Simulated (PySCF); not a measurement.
# Electron correlation in Se²⁺ (selenium, charge +2)

[Ar] 3d10 4s2 4p2, high-spin 3P determinant. Calculation: PySCF 2.14, in Sapporo-DKH3-DZP-2012; the spin-free X2C one-electron Hamiltonian (Gaussian nucleus). Frozen: [Ar] 3d10; 4 electrons correlated.

MP2 pair energies summed by pair of shells (mhartree):

```csv
pair,energy,share (%)
4s-4p,-27.30,61.6
4s-4s,-12.40,28.0
4p-4p,-4.64,10.5
```

Total MP2 correlation energy: -44.34 mhartree.

Same-spin part -7.29 and opposite-spin part -37.05 mhartree; SCS-MP2 scales them by 1/3 and 6/5 to -46.89 mhartree.

```json
{"level": "CCSD", "correlation energy (mhartree)": "-60.59"}
{"level": "(T)", "correlation energy (mhartree)": "-0.64"}
{"level": "CCSD(T)", "correlation energy (mhartree)": "-61.23"}
```

Diagnostics: T1 = 0.0059, D1 = 0.0166, largest double amplitude 0.094.

Question: Is a single reference adequate?

Answer: Mostly. T1 lies below 0.03, but a double amplitude of this size points to a near-degeneracy that CCSD handles and MP2 describes poorly.
